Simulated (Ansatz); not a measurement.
`C[SiH](Cl)[SnH3]` + `BS` → `BS[SiH](C)Cl` + `[SnH4]` at 600 K and 1 bar (cleavage of the Si–Sn bond).

Gas-phase electronic energies from Ansatz, PBE0-D4/def2-TZVP geometries. CBS: MP2 limit from def2 TZ/QZ plus the TZ coupled-cluster correction, frozen cores. This one scheme is used for every species. Elements past krypton have def2 core potentials. For Sn outer-core shells are correlated without core-valence functions, which leaves a few kJ/mol of doubt a bond. One conformer a species, not always the lowest.

| species | CCSD(T)/CBS energy (Eh) | H − E (kJ/mol) | S (J/(mol·K)) |
| --- | --- | --- | --- |
| `C[SiH](Cl)[SnH3]` | -1005.19559 | 248.1 | 492.8 |
| `BS` | -424.38198 | 108.7 | 286.1 |
| `BS[SiH](C)Cl` | -1213.19788 | 254.7 | 473.9 |
| `[SnH4]` | -216.39156 | 98.5 | 271.3 |

H − E and S are ideal-gas, rigid-rotor, harmonic terms from PBE0-D4/def2-TZVP, for one conformer and one mirror image of each species. 1 Eh = 2625.50 kJ/mol, R = 8.31446 J/(mol·K).

Problem. By hand: ΔE, ΔH, ΔS and ΔG.

Solution. ΔE = (-1213.19788) + (-216.39156) − (-1005.19559) − (-424.38198) = -0.01187 Eh = -31.2 kJ/mol. Δ(H − E) = 254.7 + 98.5 − 248.1 − 108.7 = -3.6, so ΔH = -34.8 kJ/mol. ΔS = 473.9 + 271.3 − 492.8 − 286.1 = -33.7 J/(mol·K). ΔG = -34.8 − 600 × (-33.7)/1000 = -14.6 kJ/mol.

Problem. By hand: the equilibrium constant, and the temperature at which ΔG would vanish if ΔH and ΔS stayed fixed.

Solution. log₁₀ K = −ΔG/(RT ln 10) = 1.3. ΔG = 0 at ΔH/ΔS = 1033 K.

TΔS isn't small against ΔH here. A doubt of 5 kJ/mol in ΔE shifts log₁₀ K by 0.4 here. Other conformers and mirror images would add mixing entropy, several J/(mol·K) or more a flexible species. Modes under 60 cm⁻¹, often nearly free rotors, make the harmonic entropy too high. These are equilibria of isolated gas molecules and say nothing of rates. Largest T1 diagnostic: 0.015 (customary marks: 0.02 for closed shells, 0.045 for open ones).
